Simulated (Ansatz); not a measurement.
System: C₅H₇ (charge 0, doublet). It need not be the lowest isomer of its formula. SMILES: [CH]=C/C=C\C
Coordinates optimised at B3LYP-D3(BJ)/def2-TZVP (Ansatz, an electronic-structure program):
```
C
C 1 1.3381
H 1 1.0845 2 118.24
H 2 1.0859 1 117.02 3 0.00
C 1 1.4623 3 115.62 2 -180.00
C 5 1.3137 1 124.55 3 0.00
H 6 1.0792 5 138.05 1 0.00
H 5 1.0877 6 118.26 7 180.00
C 2 1.4944 4 115.27 1 180.00
H 9 1.0885 2 113.13 4 -180.00
H 9 1.0940 10 107.90 8 122.62
H 9 1.0940 10 107.90 11 114.75
```
Charge 0, spin multiplicity 2.

Parts of the frozen-core correlation energy in cc-pVDZ (Ansatz, hartree). Frozen orbitals: 5; correlated occupied orbitals by spin: 14 and 13; virtual: 86 and 87. UHF or UKS for open shells. No spin-orbit coupling. No relativistic terms.

| term | value |
|---|---|
| reference (HF) | -193.33541 |
| MP2 opposite-spin | -0.46315 |
| MP2 same-spin | [?] |
| CCSD correlation | [?] |
| (T) | [?] |
| T1 diagnostic | 0.043 |
| largest doubles amplitude | 0.113 |
| <S^2> of the reference | 1.249 |

Problem. Fill in the missing entries.

Solution. 
- MP2 same-spin, value: -0.15017
- CCSD correlation, value: -0.69150
- (T), value: -0.02550
